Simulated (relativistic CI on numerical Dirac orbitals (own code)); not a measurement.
Calculated at this level of theory: Dirac-Coulomb-Breit CI, separate exchange-only KLI orbitals for each configuration, QED by a radiative potential, unscaled Slater integrals (own radial code, finite nucleus).

The strongest absorption lines from the ground level of an ion, among the configurations computed and to levels below about 870 eV (vacuum wavelength in Å, gf): 15.835 (0.14), 15.879 (0.3), 16.004 (0.79), 16.006 (0.75), 16.086 (0.21), 43.820 (0.36), 46.578 (1.7), 49.314 (0.8).

Which ion is it?
A. Cs²⁹⁺
B. Cs²⁷⁺
C. In²³⁺
D. Cs³¹⁺

A. Cs²⁹⁺ has 26 electrons and the ground level 3s2 3p6 3d8 3F_4; the strongest line goes to 3s2 3p5 3d9 3D°_3. The pattern of lines fixes the number of electrons, and along that sequence the line energies rise steadily with the charge (about as its square where n changes within one kind of shell, about linearly where n is kept but much faster in heavy ions where fine structure, which grows about as Z⁴, sets the gap, and irregularly where shells cross), which fixes Z. Configurations outside the model, such as inner-shell arrays, can give stronger lines. At this charge energies of transitions that change n are usually good to better than 1 %, and those within a shell (Δn = 0) to a few per cent. Terms inside the open d or f shell come out 10 to 20 % too wide with unscaled integrals.

LS names give the leading component of a level, which can be under half, so a name can repeat, a term be missing and a line seem to break the LS rules.
